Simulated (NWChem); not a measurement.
C$_{5}$H$_{5}$N; SMILES C(/C#N)=C\C=C

```xyz
11

C      0.4158    -2.8508     0.0000
C     -0.3538    -1.7507     0.0000
C      0.1815    -0.4028     0.0000
C     -0.5874     0.7089     0.0000
C     -0.0441     2.0256     0.0000
N      0.3838     3.1090     0.0000
H      1.5014    -2.7857     0.0000
H     -0.0136    -3.8477     0.0000
H     -1.4389    -1.8488     0.0000
H      1.2651    -0.2975     0.0000
H     -1.6729     0.6357     0.0000
```
Atoms are numbered in this order, from 1.

Computed with NWChem. Medium grid unless said otherwise, to which SCAN and Minnesota functionals are sensitive. The geometry was optimised at B3LYP/6-31G* (spherical d). B3LYP is NWChem's, with the RPA form of VWN correlation.

Task: Order these by “orbital gap (eV)”, lowest first: B97-D/def2-SVP; M06/def2-SVP; LRC-wPBEh/def2-SVP; LC-BLYP (range parameter 0.33 per bohr)/def2-SVP; M06-2X/def2-SVP.

Result: B97-D/def2-SVP (3.41), M06/def2-SVP (5.31), M06-2X/def2-SVP (7.15), LRC-wPBEh/def2-SVP (8.58), LC-BLYP (range parameter 0.33 per bohr)/def2-SVP (9.34)
